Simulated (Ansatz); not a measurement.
Stepwise reaction of `[OH][Ga]([OH])[OH]` with ammonia, as a gas-phase model of exchange steps in deposition or etching. ΔE in kJ/mol; ΔG adds harmonic PBE0-D4 terms to CCSD(T)/CBS, at 1 bar.

Program: Ansatz. Geometries: PBE0-D4/def2-TZVP. ΔE: electronic, gas phase. CCSD(T)/CBS adds triple-zeta CCSD(T) − MP2 to the extrapolated MP2 energy (def2 sets, frozen cores). This one scheme is used for every species. Functionals use def2-TZVPP. B3LYP here is the variant with VWN-RPA as its local correlation; programs differ in this. For Ga outer-core shells are correlated without core-valence functions, which leaves a few kJ/mol of doubt a bond. Scalar relativity is left out up to krypton. One conformer a species, not always the lowest.

| step | reaction | PBE-D4 | B3LYP-D4 | ωB97M-V | CCSD(T)/CBS | ΔG(400 K) |
| --- | --- | --- | --- | --- | --- | --- |
| 1 | `[OH][Ga]([OH])[OH]` + NH₃ → `[NH2][Ga]([OH])[OH]` + H₂O | 23.6 | 23.7 | 22.7 | 17.5 | 9.3 |
| 3 | `[NH2][Ga]([NH2])[OH]` + NH₃ → `[NH2][Ga]([NH2])[NH2]` + H₂O | 27.0 | 27.8 | 26.9 | 21.8 | 18.0 |

Task: Give the row of step 2, `[NH2][Ga]([OH])[OH]` + NH₃ → `[NH2][Ga]([NH2])[OH]` + H₂O. (Best estimate.)

Result: Computed: 
```csv
step,reaction,PBE-D4,B3LYP-D4,ωB97M-V,CCSD(T)/CBS,ΔG(400 K)
2,`[NH2][Ga]([OH])[OH]` + NH₃ → `[NH2][Ga]([NH2])[OH]` + H₂O,25.8,26.3,25.3,20.2,16.0
```

Task: By hand: ΔE of the 3 steps together at CCSD(T)/CBS.

Result: (17.5) + (20.2) + (21.8) = 59.5 kJ/mol, or 19.8 kJ/mol a step.

In ΔE the steps differ by no more than 4.3 kJ/mol. All are uphill at CCSD(T)/CBS. ΔG lies between 9.3 and 18.0 kJ/mol a step. PBE-D4 differs from CCSD(T)/CBS by 5.2 to 6.1 kJ/mol a step. Isolated molecules leave out the surface, adducts and barriers. Largest T1 diagnostic: 0.014.
